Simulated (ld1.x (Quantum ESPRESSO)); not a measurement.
**What the settings do to the TM potential of phosphorus**

Base potential:

P, norm-conserving Troullier–Martins (Kleinman–Bylander form), made with ld1.x (Quantum ESPRESSO) 7.5 (PBE, scalar-relativistic). Core [Ne], reference 3s2 3p2.5 (charge +0.5). Waves: 3s (bound): rc 1.55 bohr; 3p (bound): rc 1.20 bohr. Local part: all-electron potential smoothed inside 1.35 bohr (lloc = -1). Core correction: a·sin(br)/r model core inside 0.85 bohr.

Cutoffs, loose and tight: the cutoffs (Ry, on a coarse ladder) from which the occupation-weighted sum of valence levels, in a spherical-Bessel basis at the reference potential, stays within 10 and 1 mRy of its value at 400 Ry. They do not see the model core or the augmentation charge, which bear on the density cutoff. Test errors are all-electron minus pseudo excitation energies from the reference, over the configurations 3s2 3p3; 3s2 3p2; 3s2 3p1; 3s2 3p3.3; 3s1 3p4; 3s0 3p5; 3s2 3p0. A dash means not determined; rows that change the core or the reference have their own tests.

A true bound ghost makes a file unfit for plane-wave use even where its test errors are small: the radial tests pick states by their node count and pass the ghost by.

```csv
change,outcome,"cutoff, loose","cutoff, tight",bound ghosts,largest test error (meV)
base,generated,70 Ry,90 Ry,none,+61
"all radii but the core radius scaled by about 0.90 (s 1.40, p 1.08 bohr); local potential all-electron potential smoothed inside 1.22 bohr (lloc = -1)",generated,140 Ry,230 Ry,none,+51
"all radii but the core radius scaled by about 1.07 (s 1.66, p 1.28 bohr); local potential all-electron potential smoothed inside 1.44 bohr (lloc = -1)",generated,60 Ry,100 Ry,none,+66
"all radii but the core radius scaled by about 1.13 (s 1.76, p 1.36 bohr); local potential all-electron potential smoothed inside 1.54 bohr (lloc = -1)",generated,40 Ry,70 Ry,none,+72
"all radii but the core radius scaled by about 1.29 (s 2.00, p 1.54 bohr); local potential all-electron potential smoothed inside 1.74 bohr (lloc = -1)",generated,18 Ry,40 Ry,none,+100
"all radii but the core radius scaled by about 1.37 (s 2.14, p 1.64 bohr); local potential all-electron potential smoothed inside 1.86 bohr (lloc = -1)",generated,15 Ry,35 Ry,none,+125
```

What comes out with this change to the base: all radii but the core radius scaled by about 0.75 (s 1.16, p 0.90 bohr); local potential all-electron potential smoothed inside 1.02 bohr (lloc = -1)?

outcome: generated; cutoff, loose: over 300 Ry; cutoff, tight: over 300 Ry; bound ghosts: p, s; largest test error (meV): +438.

What comes out with this change to the base: all radii but the core radius scaled by about 1.21 (s 1.88, p 1.46 bohr); local potential all-electron potential smoothed inside 1.64 bohr (lloc = -1)?

outcome: generated; cutoff, loose: 30 Ry; cutoff, tight: 55 Ry; bound ghosts: none; largest test error (meV): +85.

What comes out with this change to the base: all radii but the core radius scaled by about 0.84 (s 1.30, p 1.00 bohr); local potential all-electron potential smoothed inside 1.12 bohr (lloc = -1)?

outcome: generated; cutoff, loose: 260 Ry; cutoff, tight: 300 Ry; bound ghosts: p; largest test error (meV): +190.

Reading the sweep of the scale of all radii but the core radius (base = 1) (base included, trends over the rows without a ghost): The loose cutoff falls from 140 Ry at 0.9 to 15 Ry at 1.37. A larger radius leaves more room for a smooth pseudo-wave, so fewer plane waves are needed; a smaller one forces it to follow the all-electron wave where it bends sharply. The median size of the test errors (rows with all tests solved) rises from 2.1 meV at 0.9 to 15.4 meV at 1.37, with one reversal. More of the atom is replaced by a form fitted at one configuration, so other configurations suffer as the radius grows. Bound ghosts are found at 0.75, 0.84.
